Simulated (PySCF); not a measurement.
One reaction down a group: F, Cl, Br, I

The same gas-phase reaction for F, Cl, Br, I:
- GeF2 + H2 → GeH2 + F2
- GeCl2 + H2 → GeH2 + Cl2
- GeBr2 + H2 → GeH2 + Br2
- GeI2 + H2 → GeH2 + I2

Computed with PySCF and rigid-rotor harmonic-oscillator thermochemistry at 1 bar. † marks an energy on the PBE0/def2-TZVP geometry and frequencies. MP2 freezes the core. All species are closed-shell singlets. I: scalar-relativistic def2 core potential, no spin-orbit coupling. Br, Ge: all electrons, no relativistic terms. GeH2: computed as isolated molecules; such fragments, hydroxides, amides, oligomers or adducts are transient or little studied in the gas. MP2 isn't extrapolated to the basis-set limit. The harmonic model lacks anharmonicity and excited electronic states, which grow with temperature; levels with a mode under 35 cm⁻¹ are left out. Soft modes under 120 cm⁻¹ make the harmonic entropy rough for GeBr2, GeI2.

ΔH°(298 K) in kJ, by level:

```tsv
level	F	Cl	Br	I
ωB97M-V/def2-TZVP†	776.2	415.5	349.8	256.5
MP2/def2-SVP†	781.5	432.5	364.0	274.8
HF/def2-TZVP†	794.4	406.4	335.7	233.8
r2SCAN/def2-TZVP†	779.7	434.0	371.2	282.7
ωB97X-V/def2-TZVP†	772.9	413.2	345.6	250.9
BLYP/def2-TZVP†	759.1	412.7	349.4	265.7
PBE0/def2-QZVP†	769.4	412.3	350.3	264.1
```

At ωB97M-V/def2-TZVP†, ΔH° falls from F to I, over a range of 519.7 kJ; the steps are -360.7, -65.7, -93.3 kJ. 7 of the 7 levels shown give the same order. The levels scatter most for I (48.9 kJ between the highest and the lowest) and least for Cl (27.6 kJ). ΔS°(298 K) runs from 15.1 to 20.9 J/K, so TΔS° at 298 K spreads over 1.7 kJ among the members, against 519.7 kJ for ΔH°.

Free energies at ωB97M-V/def2-TZVP†:

| member | ΔS°(298 K), J/K | ΔG°(298 K), kJ | ΔG°(1400 K), kJ | ΔG° changes sign |
|---|---|---|---|---|
| F | 20.9 | 770 | 756 | none from 298 to 2500 K |
| Cl | 17.3 | 410 | 400 | none from 298 to 2500 K |
| Br | 16.3 | 345 | 336 | none from 298 to 2500 K |
| I | 15.1 | 252 | 244 | none from 298 to 2500 K |

The NASA 1993 table holds none of these reactions whole; the comparison is among the levels.
